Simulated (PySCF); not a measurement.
An unknown shows these calculated signals:

$^{1}$H NMR (500 MHz, computed): δ 6.01 (m, 1H), 6.01 (m, 1H), 3.56 (m, 2H), 3.46 (m, 2H), 3.19 (s, 1H).

$^{13}$C{$^{1}$H} NMR (computed): δ 146.3 (C), 142.3 (C), 136.8 (CH), 136.7 (CH), 94.9 (CH), 80.1 (C), 41.9 (CH2), 41.0 (CH2).

Non-relativistic, in vacuum, equivalent nuclei averaged, a single conformation. GFN2-xTB structure; NMR shieldings at PBE0/pcSseg-1/GIAO; PySCF 2.14.

Shifts are taken against calculated references (same method and geometry level): TMS for $^{1}$H and $^{13}$C.

Q: Which of these does the molecule contain: a C≡C triple bond, a non-aromatic C=C double bond, an NH or NH2 group, an S-methyl group, a tert-butyl group?

A: 
- A C≡C triple bond: yes (δC 94.9, 80.1; δH 3.19 (s)).
- A non-aromatic C=C double bond: yes.
- An NH or NH2 group: no.
- An S-methyl group: no.
- A tert-butyl group: no.

The data belong to `FC(C#C)=C1CC=CC1`, C8H7F; they needn't prove each group on their own.

Carbon signals by region: 4 in the sp2 and nitrile region (100–160 ppm), 2 at 50–100 ppm, 2 below 50 ppm.

Splittings by $^{19}$F in the carbon and heteronuclear signals aren't shown, as no couplings were computed. Shifts are as computed. Against solution values, carbons near 30 ppm lie about +3 ppm off and those near 130 ppm about +5 ppm. Of 1211 compounds with measured shifts, 218 miss one by over three times the rms of a fit or turn the order of signals round; such compounds aren't used in these exercises. Multiplicities follow the n + 1 count of equivalent neighbours, as no J values were calculated; m marks all less simple cases, F and P coupling included.
